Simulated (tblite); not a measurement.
Record of a relaxation.

Species: C4H13FSSi3.
Numbering: `[CH3:1][Si@@H:2]([S:3][Si@H:4]([F:5])[SiH3:6])[CH:7]1[CH2:8][CH2:9]1` (hydrogens: H10, H11, H12 on C1; H13 on Si2; H14 on Si4; H15, H16, H17 on Si6; H18 on C7; H19, H20 on C8; H21, H22 on C9)

Computed with GFN2-xTB (tblite), gas phase: L-BFGS steps from a force-field or distance-geometry start until the largest atomic force falls under 0.01 eV/Å. 6 of its 196 geometries are shown.

Step 0: E = -773.1057 eV, largest atomic force 2.016 eV/Å
```
atom  x, y, z in Å  |  force x, y, z in eV/Å
C1      1.479    2.154    0.820   -0.884   1.504   1.010
Si2     0.691    0.581    0.228   -0.066  -0.652   0.738
S3     -1.049    1.108   -0.895   -0.284   0.261  -0.398
Si4    -2.853    0.947    0.249    0.382   0.332   1.358
F5     -2.477    0.956    1.903   -0.328   0.220  -1.551
Si6    -3.865   -0.984   -0.312   -0.175  -0.690   0.363
C7      1.775   -0.397   -0.917   -0.065  -0.702   0.279
C8      3.097   -0.950   -0.451    0.076  -0.720  -1.017
C9      1.898   -1.863   -0.488   -0.133   0.501   0.037
H10     2.392    2.426    0.302   -0.014   0.017   0.290
H11     0.714    2.964    0.646    0.967  -0.517   0.166
H12     1.602    2.116    1.933    0.290   0.155  -1.061
H13     0.334   -0.217    1.431   -0.106   0.132  -0.371
H14    -3.682    2.100   -0.094    0.364   0.166   0.313
H15    -3.332   -1.416   -1.603   -0.167  -0.161   0.003
H16    -3.604   -2.000    0.739   -0.137   0.059  -0.350
H17    -5.311   -0.723   -0.350    0.051  -0.173  -0.112
H18     1.616   -0.234   -1.989    0.291  -0.128   0.401
H19     3.820   -1.172   -1.268   -0.298   0.499   0.951
H20     3.513   -0.677    0.531   -0.277  -0.111  -0.795
H21     1.508   -2.148    0.509    0.061   0.039  -1.029
H22     1.724   -2.551   -1.324    0.452  -0.031   0.775
```

Step 39: E = -773.7038 eV, largest atomic force 0.046 eV/Å
```
atom  x, y, z in Å  |  force x, y, z in eV/Å
C1      1.503    2.189    0.855   -0.028   0.010   0.001
Si2     0.608    0.618    0.263    0.023  -0.021  -0.017
S3     -1.035    1.228   -1.025    0.031   0.004   0.029
Si4    -2.811    0.955    0.150    0.009   0.018   0.013
F5     -2.357    0.949    1.710   -0.014   0.018  -0.007
Si6    -3.877   -1.040   -0.289   -0.019  -0.022   0.018
C7      1.660   -0.457   -0.865    0.030   0.001  -0.020
C8      3.021   -0.918   -0.425    0.016   0.018  -0.015
C9      1.908   -1.902   -0.530    0.001  -0.005   0.022
H10     2.411    2.368    0.285   -0.013  -0.021   0.018
H11     0.865    3.060    0.736   -0.002   0.015   0.005
H12     1.771    2.124    1.906    0.028  -0.027  -0.025
H13     0.070   -0.162    1.380   -0.004   0.020  -0.035
H14    -3.495    2.236    0.069   -0.007   0.001  -0.001
H15    -3.476   -1.629   -1.568    0.004   0.010  -0.003
H16    -3.615   -2.039    0.752    0.005  -0.013   0.009
H17    -5.324   -0.816   -0.323   -0.028  -0.006  -0.008
H18     1.568   -0.240   -1.922   -0.005   0.007  -0.017
H19     3.805   -0.956   -1.167    0.030   0.002  -0.005
H20     3.374   -0.636    0.555   -0.041   0.003   0.014
H21     1.486   -2.289    0.384   -0.011  -0.026   0.034
H22     1.929   -2.623   -1.334   -0.003   0.015  -0.010
```

Step 78: E = -773.7245 eV, largest atomic force 0.175 eV/Å
```
atom  x, y, z in Å  |  force x, y, z in eV/Å
C1      1.479    2.073    0.872    0.091   0.109   0.010
Si2     0.545    0.558    0.205   -0.012   0.039   0.043
S3     -1.054    1.243   -1.091   -0.051   0.017   0.012
Si4    -2.848    1.040    0.089    0.080   0.064  -0.003
F5     -2.393    1.219    1.640   -0.052  -0.032  -0.065
Si6    -3.853   -1.017   -0.210    0.020   0.065   0.051
C7      1.667   -0.476   -0.890    0.002   0.053  -0.011
C8      3.020   -0.867   -0.367    0.025  -0.005   0.006
C9      1.972   -1.908   -0.561   -0.005   0.008   0.020
H10     2.165    2.456    0.112   -0.112  -0.018   0.133
H11     0.799    2.881    1.143    0.103  -0.139  -0.012
H12     2.070    1.816    1.752   -0.100   0.058  -0.131
H13    -0.057   -0.222    1.286    0.006  -0.042  -0.013
H14    -3.573    2.286   -0.129    0.056  -0.064  -0.004
H15    -3.490   -1.630   -1.484    0.040  -0.023  -0.062
H16    -3.519   -1.976    0.846    0.015  -0.014   0.037
H17    -5.304   -0.839   -0.205   -0.093  -0.002   0.020
H18     1.627   -0.250   -1.948   -0.009   0.030  -0.056
H19     3.861   -0.847   -1.042    0.021  -0.004  -0.035
H20     3.275   -0.585    0.642    0.004   0.006   0.027
H21     1.516   -2.336    0.317   -0.022  -0.058   0.030
H22     2.086   -2.601   -1.380   -0.006  -0.049   0.005
```

Step 117: E = -773.7541 eV, largest atomic force 0.026 eV/Å
```
atom  x, y, z in Å  |  force x, y, z in eV/Å
C1      1.359    2.011    0.974   -0.008  -0.012   0.000
Si2     0.531    0.509    0.160   -0.013  -0.007   0.007
S3     -0.991    1.226   -1.210   -0.007   0.003  -0.006
Si4    -2.806    1.120   -0.066   -0.008   0.001  -0.002
F5     -2.399    1.449    1.472   -0.007   0.007  -0.010
Si6    -3.804   -0.961   -0.114    0.001   0.013  -0.004
C7      1.709   -0.479   -0.919    0.014   0.005   0.005
C8      3.049   -0.883   -0.372    0.015  -0.006   0.000
C9      1.999   -1.917   -0.588    0.013  -0.004   0.004
H10     1.642    2.748    0.227   -0.001  -0.010   0.007
H11     0.685    2.495    1.675    0.000  -0.006  -0.012
H12     2.255    1.722    1.514   -0.004   0.013   0.013
H13    -0.120   -0.356    1.149    0.005   0.008  -0.006
H14    -3.525    2.326   -0.444    0.017  -0.009   0.005
H15    -3.513   -1.677   -1.358    0.003   0.003   0.009
H16    -3.355   -1.813    0.995   -0.016   0.001  -0.003
H17    -5.259   -0.817   -0.010    0.019  -0.006   0.017
H18     1.688   -0.242   -1.976    0.011  -0.004  -0.002
H19     3.901   -0.868   -1.035    0.002   0.004  -0.015
H20     3.294   -0.609    0.643   -0.022   0.008   0.003
H21     1.524   -2.347    0.282   -0.007  -0.003  -0.007
H22     2.125   -2.616   -1.401   -0.008   0.002  -0.004
```

Step 156: E = -773.7726 eV, largest atomic force 0.043 eV/Å
```
atom  x, y, z in Å  |  force x, y, z in eV/Å
C1      1.101    1.844    1.048    0.019  -0.014   0.019
Si2     0.474    0.373    0.027    0.015  -0.002   0.012
S3     -0.971    1.102   -1.410   -0.031   0.000  -0.007
Si4    -2.749    1.214   -0.206    0.016   0.007  -0.004
F5     -2.289    1.767    1.251   -0.008   0.012   0.004
Si6    -3.748   -0.837    0.131    0.005  -0.011   0.009
C7      1.811   -0.459   -0.994   -0.001  -0.001  -0.009
C8      3.093   -0.856   -0.321    0.005  -0.001   0.010
C9      2.127   -1.908   -0.746    0.009   0.000   0.001
H10     1.561    2.592    0.405   -0.024  -0.008   0.030
H11     0.281    2.318    1.581    0.027   0.001  -0.034
H12     1.839    1.536    1.782    0.004   0.004  -0.012
H13    -0.206   -0.615    0.876   -0.010   0.006   0.009
H14    -3.454    2.364   -0.741   -0.008   0.004  -0.020
H15    -3.618   -1.693   -1.050   -0.015  -0.004   0.012
H16    -3.153   -1.557    1.265   -0.011  -0.004  -0.007
H17    -5.173   -0.665    0.427   -0.006  -0.002  -0.006
H18     1.902   -0.137   -2.024   -0.001   0.023  -0.005
H19     4.018   -0.750   -0.867   -0.006  -0.007  -0.010
H20     3.193   -0.658    0.736    0.009   0.001   0.015
H21     1.569   -2.427    0.019    0.013  -0.011  -0.002
H22     2.382   -2.530   -1.591   -0.003   0.006  -0.004
```

Step 195: E = -773.7809 eV, largest atomic force 0.010 eV/Å
```
atom  x, y, z in Å  |  force x, y, z in eV/Å
C1      0.962    1.668    1.141   -0.002  -0.003  -0.002
Si2     0.450    0.249   -0.009    0.001   0.008   0.001
S3     -0.946    0.969   -1.501   -0.006  -0.003   0.004
Si4    -2.760    1.243   -0.382    0.004  -0.004  -0.004
F5     -2.375    2.107    0.938    0.001  -0.001   0.008
Si6    -3.756   -0.705    0.350   -0.007  -0.001  -0.006
C7      1.892   -0.420   -1.006    0.000   0.001  -0.001
C8      3.147   -0.833   -0.291    0.003   0.001   0.000
C9      2.268   -1.872   -0.897    0.002   0.002   0.001
H10     1.433    2.470    0.578    0.003   0.002  -0.003
H11     0.100    2.090    1.650   -0.002   0.003   0.002
H12     1.666    1.334    1.896    0.003  -0.002   0.003
H13    -0.229   -0.818    0.738   -0.007  -0.004   0.003
H14    -3.478    2.220   -1.182    0.000   0.003  -0.005
H15    -3.791   -1.717   -0.707    0.003  -0.003   0.001
H16    -3.065   -1.298    1.502   -0.004   0.003   0.003
H17    -5.135   -0.434    0.763    0.001   0.001   0.003
H18     2.035    0.021   -1.985    0.001   0.002  -0.004
H19     4.097   -0.622   -0.760    0.004  -0.009   0.001
H20     3.172   -0.752    0.785   -0.002   0.002   0.001
H21     1.691   -2.501   -0.236    0.009   0.002  -0.003
H22     2.610   -2.380   -1.787   -0.004   0.001  -0.001
```

**Question.** Summarise the path.

**Answer.** The energy falls by 15.57 kcal/mol from step 0 to step 195; nine tenths of that is first reached at step 69. It falls at every step. The largest force goes from 2.016 to 0.010 eV/Å. Among the bonds Si4–F5 changes most, from 1.696 to 1.624 Å; the atoms move by 0.897 Å rms after alignment.

What follows is the cost of the whole relaxation. The run took 12 s wall, 9.3 s CPU on one thread of an Intel Xeon at 2.50 GHz, no GPU, shared host with 64 logical CPUs at a one-minute load of 62.
